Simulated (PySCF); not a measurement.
**Dipole moment and polarisability of `FC(F)(F)[C@@H](Cl)C(Cl)Cl`**

C3H2Cl3F3.
Geometry (PBE0-D3(BJ)/def2-SVP, Å), atoms numbered from 1 in this order:
```xyz
11
C3H2Cl3F3 angstrom
F      0.2803   -0.3869    1.9192
C      0.9925    0.0855    0.8875
F      1.6981    1.1242    1.3226
F      1.8350   -0.8564    0.5017
C      0.0331    0.5349   -0.2180
Cl     0.9485    1.0168   -1.6496
C     -1.0535   -0.4849   -0.5368
Cl    -0.4138   -1.9563   -1.2730
Cl    -2.2936    0.2674   -1.5585
H     -0.4736    1.4308    0.1701
H     -1.5458   -0.7786    0.3988
```

Level: B3LYP/def2-SVPD (PySCF), static field, nuclei fixed, core orbitals frozen in the response. The polarisability tensor in these axes (au):

```
x   82.43 -0.77  3.41
y   -0.77 80.40 -1.18
z    3.41 -1.18 76.80
```

Question: Give the principal values, the mean and the anisotropy Δα = √{½[(α1 − α2)² + (α2 − α3)² + (α1 − α3)²]}.

Answer: Principal values 75.08, 80.14 and 84.40 au; mean 79.87 au = 11.84 Å³ = 13.17 × 10⁻⁴⁰ C²·m²/J; Δα = 8.08 au (10 % of the mean).

Question: What is the dipole moment, and where does it point?

Answer: (-1.17, 0.58, 0.88) D, 1.57 D in size, pointing from the negative to the positive side. Measured along this direction, the outermost atoms are F4 at the negative end and H11 and H10 at the positive end.

Question: Rayleigh depolarisation ratio (linearly polarised light, static tensor)?

Answer: ρ = 3Δα²/(45ᾱ² + 4Δα²) = 195.9/(287085 + 261.2) = 0.000682.

Question: Find the Langevin capture rate constant for H3O+ (19.018 u) meeting this molecule (199.917 u), k = 2.342 × 10⁻⁹ cm³/s × √(α in Å³ / reduced mass in u).

Answer: The reduced mass is 17.37 u, so k = 1.93 × 10⁻⁹ cm³/s. The formula leaves out the permanent dipole, which adds to the capture rate.

Question: What would n − 1 = 2πNα be for an ideal gas of these molecules at 298.15 K and 1 atm, electronic part alone?

Answer: N = p/kT = 2.4615 × 10¹⁹ cm⁻³, so n − 1 = 2π × N × 11.84 × 10⁻²⁴ cm³ = 1831 × 10⁻⁶ at long wavelengths.

The structure is a single PBE0-D3(BJ)/def2-SVP conformer in the gas phase; no vibrational or solvent corrections.
